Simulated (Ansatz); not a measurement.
Consider the isomerisation: `CC1=C[SiH2][SiH2]1` → `C#CC([SiH3])[SiH3]`.

Isolated molecules relaxed with PBE0-D4/def2-TZVP in Ansatz; ΔE leaves out vibrations. CCSD(T)/CBS is the MP2 limit (def2-TZVPP, def2-QZVPP) plus CCSD(T) − MP2 in def2-TZVPP, frozen cores. Functionals use def2-TZVPP. B3LYP here is the variant with VWN-RPA as its local correlation; programs differ in this.

```tsv
level	ΔE (kJ/mol)
PBE	119.5
B3LYP	91.2
MP2/def2-TZVPP	83.2
MP2/CBS(def2)	85.2
```

(1) What does CCSD(T)/CBS give? (Best estimate.)

Largest T1 diagnostic among the species: 0.012.

Answers

(1) Computed: +93.6 kJ/mol. The listed levels differ from it by 25.9, -2.4, -10.4, -8.4 kJ/mol.

In def2-TZVPP, CCSD(T) changes the Hartree–Fock value by +18.6 kJ/mol (the triples alone add +2.8 kJ/mol) and MP2 by +10.2 kJ/mol.
